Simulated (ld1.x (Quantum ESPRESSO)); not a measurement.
# Before and after: RRKJ potential for titanium

Ti (Z = 22), norm-conserving RRKJ (Kleinman–Bylander form), made with ld1.x (Quantum ESPRESSO) 7.5 (LDA (PZ), scalar-relativistic). Core [Ar], reference 3d2 4s2 4p0. Waves: 4p (bound, empty): rc 2.90 bohr; 3d (bound): rc 1.50 bohr; 4s (bound): rc 2.30 bohr. Local part: the s channel. Core correction: Bessel-smoothed model core inside 0.75 bohr.

Change: all radii but the core radius scaled by about 1.15 (s 2.64, p 3.32, d 1.72 bohr).

Cutoffs: the cutoffs (Ry, on a coarse ladder) from which the occupation-weighted sum of valence levels, in a spherical-Bessel basis at the reference potential, stays within 10 and 1 mRy of its value at 400 Ry; they do not see the model core or the augmentation charge, which bear on the density cutoff. Errors are all-electron minus pseudo energies relative to the spin-unpolarised reference configuration.

Problem. Predict the effect on cutoff, ghosts and configuration errors.

Solution. The potential gets softer (70 Ry and 80 Ry → 50 Ry and 60 Ry); of the 9 tests that both files solve, the error grows in 4 and shrinks in 0 by more than 15 % and 0.3 meV (median size 38.0 → 44.8 meV); neither file shows a bound ghost. A larger radius leaves more room for a smooth pseudo-wave, so fewer plane waves are needed. More of the atom is replaced by a form fitted at one configuration, so other configurations suffer.

| quantity | base | changed |
| --- | --- | --- |
| cutoff, loose | 70 Ry | 50 Ry |
| cutoff, tight | 80 Ry | 60 Ry |
| loose cutoff by channel (10 mRy a level) | d 60 Ry, s 6 Ry | d 50 Ry, s 6 Ry |
| bound ghosts | none | none |
| error for 3d2 4s1 4p0, meV [ΔE 7.54 eV] | -4.3 | -4.8 |
| error for 3d2 4s0 4p0, meV [ΔE 21.34 eV] | -41 | -41 |
| error for 3d1 4s0 4p0, meV [ΔE 48.53 eV] | -619 | -533 |
| error for 3d3 4s0 4p0, meV [ΔE 7.56 eV] | -317 | -305 |
| error for 3d2 4s0 4p2, meV [ΔE 6.43 eV] | -12 | -18 |
| error for 3d2 4s0 4p1, meV [ΔE 11.38 eV] | -15 | -20 |
| error for 3d2.5 4s1.5 4p0, meV [ΔE 0.32 eV] | -59 | -58 |
| error for 3d2 4s2 4p0 (spin-polarised), meV [ΔE -0.67 eV] | +38 | +45 |
| error for 3d2 4s1 4p0 (spin-polarised), meV [ΔE 6.29 eV] | +37 | +45 |
